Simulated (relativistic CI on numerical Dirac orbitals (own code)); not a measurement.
Electric-dipole transitions in Ge²⁶⁺

Calculated at this level of theory: Dirac-Coulomb-Breit CI, orbitals from a KLI potential per configuration, model QED (radiative potential, 1s self-energy scaled to tabulated hydrogen-like ionisation energies), unscaled Slater integrals (own radial code, finite nucleus).

CI space (outside the closed core 1s2): 2s²2p², 2s2p³, 2p⁴, 2p³3s, 2p³3p, 2p³3d, 2s²2p3s, 2s²2p3p, 2s²2p3d, 2s2p²3s, 2s2p²3p, 2s2p²3d, 2s²2p4s, 2s²2p4p, 2s²2p4d, 2s²2p4f. Levels of other configurations are missing.

```csv
λ vac (nm),Lower,Upper,A (s⁻¹),E lower (10³ cm⁻¹),E upper (10³ cm⁻¹)
0.74688,2s²2p² ¹D2 [4],2s2p²3p ¹F°3 [102],1.69e+13,563.5,13952.6
0.74749,2s²2p² ³P2 [3],2s2p²3p ³D°3 [76],1.19e+13,288.7,13666.9
0.74845,2s²2p² ³P2 [3],2s2p²3p ³P°2 [72],1.21e+13,288.7,13649.7
0.74986,2s²2p² ³P1 [2],2s2p²3p ³D°2 [64],1.27e+13,219.5,13555.3
0.76161,2s²2p² ³P2 [3],2s²2p3d ¹F°3 [56],8.52e+12,288.7,13418.9
0.76196,2s²2p² ³P1 [2],2s²2p3d ³P°1 [50],2.79e+13,219.5,13343.5
0.76387,2s2p³ ³P°1 [11],2s2p²3d ³D2 [157],2.82e+13,1472.6,14563.8
0.76483,2s²2p² ³P1 [2],2s²2p3d ¹D°2 [47],1.71e+13,219.5,13294.3
0.76525,2s2p³ ³D°1 [7],2s2p²3d ³F2 [131],3.87e+13,1178.8,14246.4
0.76526,2s²2p² ³P0 [1],2s²2p3d ³D°1 [37],5.16e+13,0.0,13067.5
0.76580,2s2p³ ⁵S°2 [6],2s2p²3d ⁵P1 [96],6.61e+13,833.7,13892.0
0.76637,2s2p³ ⁵S°2 [6],2s2p²3d ³F3 [94],1.33e+13,833.7,13882.2
0.76640,2s2p³ ⁵S°2 [6],2s2p²3d ⁵P2 [93],5.36e+13,833.7,13881.8
0.76720,2s²2p² ³P2 [3],2s²2p3d ³D°3 [48],4.23e+13,288.7,13323.1
0.76723,2s2p³ ³D°2 [8],2s2p²3d ³D3 [132],1.73e+13,1213.8,14247.7
0.76772,2s2p³ ³P°2 [12],2s2p²3d ³D3 [155],1.56e+13,1520.4,14546.0
0.76836,2s2p³ ⁵S°2 [6],2s2p²3d ³F3 [89],2.10e+13,833.7,13848.6
0.76929,2s2p³ ³D°3 [9],2s2p²3d ¹G4 [139],3.48e+13,1296.4,14295.3
0.76944,2s2p³ ³D°1 [7],2s2p²3d ³D1 [121],3.47e+13,1178.8,14175.2
0.77189,2s2p³ ³D°2 [8],2s2p²3d ³F3 [120],1.70e+13,1213.8,14169.0
0.77212,2s2p³ ³D°3 [9],2s2p²3d ³D3 [132],3.51e+13,1296.4,14247.7
0.77311,2s2p³ ³D°3 [9],2s2p²3d ³F4 [127],2.84e+13,1296.4,14231.1
0.77423,2s2p³ ⁵S°2 [6],2s2p²3d ⁵F3 [83],2.35e+13,833.7,13749.9
0.77785,2s2p³ ¹D°2 [14],2s2p²3d ¹F3 [168],7.89e+13,1776.0,14632.0
0.77788,2s²2p² ¹D2 [4],2s²2p3d ¹F°3 [56],7.08e+13,563.5,13418.9
0.77909,2s²2p² ³P1 [2],2s²2p3d ³P°2 [36],3.43e+13,219.5,13054.9
0.78205,2s²2p² ¹D2 [4],2s²2p3d ³P°2 [52],2.14e+13,563.5,13350.4
0.78291,2s2p³ ³D°2 [8],2s2p²3d ³D3 [110],2.11e+13,1213.8,13986.7
0.78295,2s2p³ ⁵S°2 [6],2s2p²3d ⁵F3 [70],1.60e+13,833.7,13606.0
0.78333,2s²2p² ³P2 [3],2s²2p3d ³F°3 [35],2.57e+13,288.7,13054.7
0.78508,2s2p³ ³P°2 [12],2s2p²3d ³F3 [134],2.64e+13,1520.4,14258.0
0.78549,2s2p³ ¹P°1 [15],2s2p²3d ¹D2 [172],6.67e+13,1986.1,14717.1
0.78596,2s2p³ ³P°1 [11],2s2p²3d ³D2 [122],2.62e+13,1472.6,14195.8
0.78730,2s²2p² ¹S0 [5],2s²2p3d ¹P°1 [57],4.67e+13,729.2,13430.8
0.78800,2s2p³ ³D°3 [9],2s2p²3d ³D3 [110],1.42e+13,1296.4,13986.7
0.78864,2s2p³ ³D°3 [9],2s2p²3d ³F4 [107],3.50e+13,1296.4,13976.4
0.78937,2s2p³ ³D°2 [8],2s2p²3d ³F3 [94],1.58e+13,1213.8,13882.2
0.79021,2s2p³ ³S°1 [13],2s2p²3d ³D2 [141],2.44e+13,1644.3,14299.1
0.79060,2s2p³ ³P°2 [12],2s2p²3d ³F3 [120],1.82e+13,1520.4,14169.0
0.79102,2s2p³ ¹P°1 [15],2s2p²3d ³P1 [167],4.28e+13,1986.1,14628.1
0.79147,2s2p³ ³D°2 [8],2s2p²3d ³F3 [89],1.17e+13,1213.8,13848.6
0.79459,2s2p³ ¹D°2 [14],2s2p²3d ¹D2 [147],3.48e+13,1776.0,14361.1
0.79635,2p⁴ ³P2 [16],2p³3d ³D°3 [191],2.59e+13,2395.3,14952.5
0.79693,2s2p³ ¹D°2 [14],2s2p²3d ¹F3 [144],2.06e+13,1776.0,14324.1
0.79850,2s2p³ ³D°1 [7],2s2p²3d ³F2 [77],2.16e+13,1178.8,13702.3
```

Terms are leading LS components. Brackets give the number of a level in order of energy, since labels repeat. The list gives strong lines, with weight on those to low levels, without lines whose two gauges differ by over a factor of 2.5, among the lowest 200 of 274 levels, so that lines to higher ones, which can be the strongest, are missing. Levels whose partners in the same complex of configurations lie outside the list can be far off, and so can their lines. Rates are taken at the computed energies, electric ones in the length gauge.

At this charge energies of transitions that change n are usually good to better than 1 %, and those within a shell (Δn = 0) to a few per cent.

From the table, what is the radiative lifetime of 2s²2p3d ¹F°3?

The listed rates from this level add up to about 7.93e+13 s⁻¹, 100 % of its decay; with all channels τ = 1.26e-14 s.

LS names give the leading component of a level, which can be under half, so a name can repeat, a term be missing and a line seem to break the LS rules.
